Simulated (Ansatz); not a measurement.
Basis-set series for `[GeH3][Sb]1[CH2][S]1`. Charge 0, multiplicity 1. Sb: def2 effective core potential. The structure was optimised at the PBE0-D4/def2-TZVP level.

```json
{"functional": "PBE0-D4", "basis": "def2-TZVPP", "functions": "241", "energy (Eh)": "-2756.16570", "HOMO (eV)": "-6.51", "LUMO (eV)": "-1.74"}
{"functional": "PBE0-D4", "basis": "def2-QZVPP", "functions": "448", "energy (Eh)": "-2756.22708", "HOMO (eV)": "-6.53", "LUMO (eV)": "-1.78"}
{"functional": "ωB97M-V", "basis": "def2-TZVPP", "functions": "241", "energy (Eh)": "-2756.39218", "HOMO (eV)": "-8.53", "LUMO (eV)": "0.03"}
{"functional": "ωB97M-V", "basis": "def2-QZVPP", "functions": "448", "energy (Eh)": "-2756.45200", "HOMO (eV)": "-8.55", "LUMO (eV)": "-0.05"}
```

**Question.** Give the rows for def2-SVP. (Estimate.)

**Answer.** Ansatz gave: 
```json
{"functional": "PBE0-D4", "basis": "def2-SVP", "functions": "115", "energy (Eh)": "-2755.70738", "HOMO (eV)": "-6.44", "LUMO (eV)": "-1.61"}
{"functional": "ωB97M-V", "basis": "def2-SVP", "functions": "115", "energy (Eh)": "-2755.93191", "HOMO (eV)": "-8.44", "LUMO (eV)": "0.29"}
```

Positive LUMOs are unbound and depend on the basis. Scalar relativity is left out up to krypton.
